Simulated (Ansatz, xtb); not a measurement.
Isomers of Cl2H2Se2Sn in order of energy

4 gas-phase structures of Cl2H2Se2Sn, from a drawn sample of its isomers (lower ones may exist). Each was relaxed with GFN2-xTB; where two conformers were screened, the lower at r2SCAN-D4/def2-SVP is listed:

A. `Cl[Se][Sn@H]([Cl])[SeH]`, a singlet
B. `[Cl][SnH]([Cl])[Se][SeH]`, a singlet
C. `[Cl][Sn]([Cl])([SeH])[SeH]`, a singlet
D. `Cl[Se][Se][SnH2][Cl]`, a singlet

Q: Which do you expect lowest at r2SCAN-D4/def2-SVP, and how would the others follow?

A: Calculated order at r2SCAN-D4/def2-SVP: C (0.0), B (22.0), A (40.6), D (52.7) kcal/mol.

Energies above the lowest of each column, in kcal/mol; the last columns are at PBE0-D4/def2-SVP geometries and were run for some of them only (a dash: not run or not comparable):

```
structure  GFN2-xTB  HF/STO-3G  r2SCAN-D4/def2-SVP  PBE0-D4/def2-SVP  CCSD(T)/def2-SVP + ΔMP2/def2-TZVPP
        C       0.0        0.0                 0.0               0.0                                 0.0
        B       7.6       25.6                22.0              19.1                                19.4
        A      17.1       43.4                40.6                 –                                   –
        D      19.7       56.4                52.7                 –                                   –
```

Every level run on C puts it lowest or level with the lowest. Flexible structures stand in one conformer each, not always the lowest. Frequencies (GFN2-xTB) were run for B, C alone. Atoms past krypton carry core potentials in the def2 sets, without spin–orbit terms. ΔMP2 is the change of the MP2 energy from the smaller to the larger basis.

Over these structures GFN2-xTB departs from r2SCAN-D4/def2-SVP by 10.5 kcal/mol on average once a common shift is removed. A GFN2-xTB relaxation took about 0.15 s and the r2SCAN-D4/def2-SVP energy about 3.6 s on a shared host (Ansatz 0.2.0, xtb 6.7.1).
